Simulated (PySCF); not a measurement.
These are ωB97X-D3(BJ)/def2-TZVP // PBE0-D3(BJ)/def2-TZVP (PySCF) values and carry that method's errors. All species are isolated molecules in the gas phase. Excitations are Tamm–Dancoff values on a coarser integration grid. The basis has no diffuse functions, so Rydberg states are missing or too high.

Reference species (SMILES): `[SiH2]=[Si](Cl)Cl` (neutral, multiplicity 1).

```yaml
T1 excitation (TDA): 1.53 eV
HOMO: -8.51 eV
```

Changed species: `Cl/[SiH]=[SiH]/Cl`.

Task: Give the shifts of the T1 excitation (TDA) and HOMO.

Result: the T1 excitation (TDA) falls by 0.31 eV, to 1.22 eV; the HOMO rises by 0.18 eV, to -8.33 eV.
